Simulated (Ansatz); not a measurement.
```yaml
crystal:
  periodic: [false, false, false]
  atoms:
    - {symbol: Sn, position_ang: [3.394490, -0.651455, 0.181134]}
    - {symbol: Sn, position_ang: [-2.113470, 2.178516, -0.303356]}
    - {symbol: Sn, position_ang: [0.597680, -1.753516, 0.348044]}
    - {symbol: Sn, position_ang: [0.985630, 1.355119, -0.077188]}
    - {symbol: Sn, position_ang: [-0.862966, -0.488024, -1.968328]}
    - {symbol: Cl, position_ang: [2.320136, -0.353988, -2.168571]}
    - {symbol: Cl, position_ang: [-2.970166, -0.231568, -0.283565]}
    - {symbol: Cl, position_ang: [-0.607655, -1.991341, 2.388694]}
    - {symbol: Cl, position_ang: [-0.743691, 1.936247, 1.883126]}
basis:
  gaussian: {orbitals: def2-TZVP, initial_orbitals: start.molden}
total_charge: 1
magnetization: {spin_polarized: true, initial_magnetization: 1}
hamiltonian: {xc: pbe0, dispersion: d4}
scf: {omitted_lower_state_checks: [starts]}
output: {orbitals: {seedname: orbitals}}
```

The file start.molden holds the orbitals of an earlier run on this structure, at another level or in another basis.

```sh
$ ansatz run in.yaml --threads 6 --pin off --events-out ev --progress --plain --max-ram 7833MiB
```

Problem. Does this run fit into the memory that it is given?

Solution. No. It has 398 basis functions, and Ansatz plans for 7.86 GiB where 7.64 GiB are given.
